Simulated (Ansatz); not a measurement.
One change: `FC[S][AlH2]` becomes `FC[S][AlH][F]`.

Ansatz, PBE0-D4/def2-TZVP geometries, multiplicity 1. Each molecule was computed in one conformer, which needn't be the lowest.

| property | `FC[S][AlH2]` |
| --- | --- |
| size of the dipole moment (ωB97M-V/def2-TZVPP) / D | 2.35 |
| LUMO energy (ωB97M-V/def2-TZVPP) / eV | 0.77 |
| LUMO energy (PBE/def2-TZVPP) / eV | -1.85 |
| size of the dipole moment (PBE/def2-TZVPP) / D | 2.30 |
| LUMO energy (PBE0/def2-TZVPP) / eV | -0.93 |
| HOMO–LUMO gap (PBE0/def2-TZVPP) / eV | 6.07 |

Q: What does the change do to each property? (Estimate.)

A: The calculation gave: 
| property | `FC[S][AlH][F]` | shift |
| --- | --- | --- |
| size of the dipole moment (ωB97M-V/def2-TZVPP) / D | 3.15 | 0.80 |
| LUMO energy (ωB97M-V/def2-TZVPP) / eV | 1.03 | 0.26 |
| LUMO energy (PBE/def2-TZVPP) / eV | -1.76 | 0.09 |
| size of the dipole moment (PBE/def2-TZVPP) / D | 3.07 | 0.77 |
| LUMO energy (PBE0/def2-TZVPP) / eV | -0.76 | 0.17 |
| HOMO–LUMO gap (PBE0/def2-TZVPP) / eV | 6.63 | 0.56 |

With PBE0 the HOMO falls by 0.39 eV and the LUMO rises by 0.17 eV, so the gap widens by about 0.56 eV. PBE moves the HOMO by -0.36 eV and ωB97M-V by -0.42 eV. Dipoles are sizes alone; their direction can turn.
